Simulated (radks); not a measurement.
Excited configurations of Te II: one electron is placed in a higher orbital outside [Kr] 4d10 5s2 5p2. The ground configuration is [Kr] 4d10 5s2 5p3. All-electron calculation, Dirac Kohn-Sham, BLYP, spin-unpolarised, spherical densities, finite nucleus; open shells are shared between the two j in proportion to 2j + 1; Fermi nuclear charge, rms radius 4.7423 fm. Program: a radial shooting solver on a logarithmic mesh with Libxc functionals. Excitation = E - E(ground); binding = E(ion) - E, where the ion is the core of charge +2; n* = 2/sqrt(2 binding) in atomic units, and the quantum defect is n - n*. Eigenvalue and <r> are those of j = l + 1/2.

5f: excitation (eV) 15.218; binding (eV) 2.618; n* 4.559; quantum defect 0.441; eigenvalue (eV) -1.858; <r> (bohr) 12.84
6p: excitation (eV) 11.424; binding (eV) 6.412; n* 2.913; quantum defect 3.087; eigenvalue (eV) -4.737; <r> (bohr) 6.174
6d: excitation (eV) 13.792; binding (eV) 4.044; n* 3.669; quantum defect 2.331; eigenvalue (eV) -3.020; <r> (bohr) 9.041
6f: excitation (eV) 15.923; binding (eV) 1.913; n* 5.334; quantum defect 0.666; eigenvalue (eV) -1.434; <r> (bohr) 19.25
7s: excitation (eV) 13.289; binding (eV) 4.547; n* 3.460; quantum defect 3.540; eigenvalue (eV) -3.545; <r> (bohr) 9.363
7p: excitation (eV) 14.095; binding (eV) 3.741; n* 3.814; quantum defect 3.186; eigenvalue (eV) -2.856; <r> (bohr) 10.93
7f: excitation (eV) 16.386; binding (eV) 1.449; n* 6.128; quantum defect 0.872; eigenvalue (eV) -1.125; <r> (bohr) 27.18

The Delta-SCF ionisation energy is 17.836 eV (NIST Atomic Spectra Database: 18.6 eV, measured). Self-interaction in the functional shifts the binding energies and quantum defects, so they are the method's values and not measured ones. Spin polarisation and multiplet splitting are left out, so open shells lie too high by an amount that depends on their filling. Sharing an open shell by 2j + 1 raises it above the true ground level by a part of the spin-orbit splitting, which enters the differences from NIST.

Beside tabulated values, note that spin-unpolarised runs miss the spin-polarisation part of the exchange energy of open shells.
